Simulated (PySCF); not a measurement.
## Energy of Zr²⁺ (zirconium, charge +2) between two integer charges

The 4d alpha orbital of [Kr] 4d2 is emptied in steps (occupation f), with all orbitals relaxed, ending at [Kr] 4d1. All numbers are calculated (PySCF 2.14, a scalar-relativistic core potential, in aug-cc-pVDZ-PP with ECP28MDF). The exact energy is a straight line in f; departures are measured from the line between the end points of the same method.

```json
{"f": "1", "TPSS (eV)": "0.000"}
{"f": "0.8", "TPSS (eV)": "-0.806"}
{"f": "0.6", "TPSS (eV)": "-1.213"}
{"f": "0.4", "TPSS (eV)": "-1.217"}
{"f": "0.2", "TPSS (eV)": "-0.814"}
{"f": "0", "TPSS (eV)": "0.000"}
```

Task: For TPSS, how does the orbital energy at f = 1 compare with the removal energy?

Result: −ε = 18.240 eV against a total-energy difference of 23.250 eV. By Janak's theorem ε = ∂E/∂f, so the gap between them reflects the curvature. Along the path −ε is 20.211 (f = 0.8), 22.217 (f = 0.6), 24.247 (f = 0.4), 26.292 (f = 0.2) eV.

Reference removal energy between the ground levels: 23.170 eV (semi-empirical (NIST evaluation); NIST Atomic Spectra Database, ionization energies). The calculation has no spin-orbit coupling.
